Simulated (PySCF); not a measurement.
# TaS₂: from structure and modes to constants

Level of theory: PySCF, UPBE0, basis Ta def2-SVP with ECP60, S def2-SVP (scalar-relativistic core potentials, no spin–orbit coupling, density fitting).

The doublet minimum has C2v symmetry. Masses (u): Ta 180.94800, S 31.97207.

```xyz
3
charge 0 multiplicity 2, angstrom
Ta    0.0000    0.0000   -0.3328
S     1.7314    0.0000    0.9451
S    -1.7314    0.0000    0.9451
```

Harmonic wavenumbers (cm⁻¹): 177.3 (a1, ×1), 531.9 (b2, ×1), 546.8 (a1, ×1).

Question: Find the principal moments of inertia and the rotational constants. What kind of rotor is it?

Answer: About the centre of mass I = 77.161, 191.69, 268.85 u Å². With B = 16.8576/I this gives 0.2185, 0.08794, 0.0627 cm⁻¹. The molecule is an asymmetric top with κ = -0.68.

Question: What is the harmonic zero-point energy?

Answer: Half the sum of all 3 wavenumbers, 1256/2 = 628 cm⁻¹, which is 7.5 kJ/mol (1 cm⁻¹ = 0.0119627 kJ/mol).

This need not be the most stable arrangement of these atoms. Open d and f shells are described by one determinant, and the ground state may have another occupation or spin. No spin–orbit coupling is included, which matters more the heavier the element.
